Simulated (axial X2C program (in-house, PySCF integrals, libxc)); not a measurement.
## Potential curves of CoS⁺, without spin–orbit coupling

All values were computed with an in-house relativistic program for diatomic molecules. Spin-free means the one-electron spin-free X2C Hamiltonian. Basis: Co dyall-cv3z [9s10p6d3f2g], S dyall-av3z [9s8p3d2f] (cores contracted in-house); Gaussian nuclei, density fitting, unrestricted open shells. Masses: Co 58.933 u, S 31.972 u.

State: M_S = 2, Λ = 2 (beyond evenly filled blocks: σα, π+α, π-α, δ+α, δ+β, δ-α). Energies in cm⁻¹ from the fragments at the same level (Co+ + S). Fits are polynomials in 1 − R0/R over 0.85 to 1.23 times the lowest point R0.

| R (Å) | PBE0 | MP2 | B3LYP |
| --- | --- | --- | --- |
| 1.7670 | -16976 | -4396 | -16577 |
| 1.8482 | -20913 | -8541 | -20671 |
| 1.9091 | -22586 | -10618 | -22452 |
| 1.9701 | -23438 | -11944 | -23409 |
| 2.0310 | -23663 | -12633 | -23736 |
| 2.1021 | -23344 | -12782 | -23529 |
| 2.1732 | -22582 | -12366 | -22870 |
| 2.2646 | -21190 | -11189 | -21593 |
| 2.3763 | -19162 | -8896 | -19674 |
| 2.5388 | -16090 |  | -16684 |

Correlated methods: 14 electrons correlated (number of frozen shells: Co 3 s, 2 p; S 2 s, 1 p), 250 virtual spin orbitals or spinors in MP2.

Occupations by symmetry block were frozen at the best pattern of an incomplete PBE0 search. Dissociation energies refer to the lowest single-determinant-based atoms at the same level and basis. Other states lie close and PBE0, whose exact exchange favours high spin, may order them wrongly; the determinant shown need not be the ground state. The nearest other spin-free determinant of the search, M_S = 1, Λ = 4, lies 0.78 eV up at the distance of the search. Without a current term, density functionals place determinants with orbital angular momentum somewhat too high. Some points did not converge and are left out. MP2 and coupled cluster on one determinant become unreliable at the stretched end.

What are Re, ωe and De at the PBE0 level?

At PBE0, spin-free: Re = 2.027 Å, ωe ≈ 456 cm⁻¹, De = 2.93 eV to Co+ + S; Be follows as 0.198 cm⁻¹.

Fit the MP2 curve near its minimum: give the equilibrium distance, the harmonic wavenumber and the well depth.

At MP2, spin-free: Re = 2.083 Å, ωe ≈ 439 cm⁻¹, De = 1.59 eV to Co+ + S; Be follows as 0.187 cm⁻¹.

What are Re, ωe and De at the B3LYP level?

At B3LYP, spin-free: Re = 2.040 Å, ωe ≈ 444 cm⁻¹, De = 2.94 eV to Co+ + S; Be follows as 0.195 cm⁻¹.
